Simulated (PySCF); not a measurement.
C6H8BrOP.
Geometry (PBE0-D3(BJ)/def2-SVP, Å), atoms numbered from 1 in this order:
```
atom  x, y, z in Å
C1    -2.920   -0.174    0.428
C2    -2.036   -0.362   -0.803
C3    -0.584   -0.226   -0.510
O4    -0.209    0.989   -0.057
C5     1.104    1.035    0.213
Br6    1.723    2.673    0.846
C7     1.815   -0.103   -0.004
C8     3.283   -0.264    0.225
P9     0.695   -1.364   -0.613
H10   -3.984   -0.261    0.162
H11   -2.759    0.817    0.876
H12   -2.692   -0.933    1.192
H13   -2.312    0.376   -1.578
H14   -2.197   -1.356   -1.248
H15    3.561    0.036    1.247
H16    3.595   -1.308    0.080
H17    3.865    0.361   -0.471
```

The calculation used TDDFT CAM-B3LYP/def2-SVPD, vertical, gas phase, core orbitals frozen in the response in PySCF. Relativistic effects, spin–orbit coupling among them, are left out although an element past zinc is present.

Kohn–Sham orbitals with the atoms that hold most of them (Löwdin shares over 4%, at most four atoms; ? is withheld):

| orbital | ε (eV) | atoms |
| --- | --- | --- |
| LUMO+2 | 1.32 | Br6 14%, C1 13%, P9 12%, C7 7% |
| LUMO+1 | 0.72 | Br6 64%, C5 16%, P9 7% |
| LUMO | 0.10 | P9 32%, C3 27%, O4 14%, C7 8% |
| HOMO | -7.68 | ? |
| HOMO-1 | -8.91 | ? |
| HOMO-2 | -9.46 | P9 53%, Br6 18%, C7 11%, C3 7% |
| HOMO-3 | -10.27 | Br6 67%, P9 12%, C5 8% |

Q: Which atoms hold the HOMO-1, and with what shares?

A: C7 (bonded to 2 C and P) 27%; P9 (bonded to 2 C) 23%; O4 (bonded to 2 C) 14%; C5 (bonded to Br, C and O) 10%. By element: carbon 38% or more, phosphorus 23%, oxygen 14%.

Q: Give the leading atoms of the HOMO.

A: C3 (bonded to C, O and P) 26%; P9 (bonded to 2 C) 18%; C5 (bonded to Br, C and O) 16%; Br6 (bonded to C) 15%. By element: carbon 42% or more, phosphorus 18%, bromine 15%.

Q: The HOMO–LUMO gap is 7.78 eV. Where does the response calculation put the lowest singlet, and from which orbitals?

A: S1 is at 5.01 eV (f = 0.155), 2.77 eV below the gap, made of HOMO→LUMO (95%). Without the coupling terms of the response equations the lowest excitation would equal the gap.

Q: One configuration dominates each of S1, S2 and S4. Which, and how do the shares of the two leading atoms of either orbital change from the occupied to the empty one?

A: 
- S1 (5.01 eV, f 0.155), HOMO→LUMO (95%): C3 26% → 27%, P9 18% → 32%
- S2 (5.28 eV, f 0.0004), HOMO→LUMO+1 (79%): C3 26% → at most 4%, P9 18% → 7%, Br6 15% → 64%, C5 16% → 16%
- S4 (5.94 eV, f 0.0078), HOMO-2→LUMO (87%): P9 53% → 32%, Br6 18% → at most 8%, C3 7% → 27%

Löwdin shares depend on the basis, the more so with diffuse functions.

One conformer stands for the species.
